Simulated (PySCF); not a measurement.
Zn(OMe)(SH) (CH4OSZn), SMILES [SH][Zn][O]C.

Geometry: r2SCAN-D4/def2-SVP. Other conformers were not sampled.

Method: TDA-PBE/def2-SVPD in PySCF.

Vertical excitations. Isolated molecule, no solvent.

| state | energy (eV) | λ (nm) | f | main pairs |
|---|---|---|---|---|
| S1 | 4.26 | 291 | 0.005 | HOMO→LUMO 99 % |
| S2 | 4.55 | 273 | 0.033 | HOMO−1→LUMO 94 % |
| S3 | 4.88 | 254 | 0.035 | HOMO−2→LUMO 78 %, HOMO→LUMO+1 20 % |
| S4 | 5.31 | 234 | 0.000 | HOMO−1→LUMO+1 98 % |
| S5 | 5.38 | 230 | 0.004 | HOMO→LUMO+2 97 % |
| S6 | 5.45 | 227 | 0.076 | HOMO→LUMO+1 61 %, HOMO−1→LUMO+2 13 %, HOMO−2→LUMO 10 % |
| S7 | 5.61 | 221 | 0.001 | HOMO−2→LUMO+1 99 % |
| S8 | 5.80 | 214 | 0.008 | HOMO→LUMO+3 69 %, HOMO−1→LUMO+2 24 % |
| S9 | 5.88 | 211 | 0.051 | HOMO−1→LUMO+2 48 %, HOMO→LUMO+3 24 %, HOMO−3→LUMO 12 % |
| S10 | 6.04 | 205 | 0.013 | HOMO−2→LUMO+2 78 % |
| T1 | 3.98 | 312 | 0 | HOMO→LUMO 99 % |
| T2 | 4.17 | 297 | 0 | HOMO−1→LUMO 99 % |
| T3 | 4.41 | 281 | 0 | HOMO−2→LUMO 98 % |
| T4 | 4.87 | 255 | 0 | HOMO→LUMO+1 98 % |
Triplets are in the Tamm–Dancoff approximation.
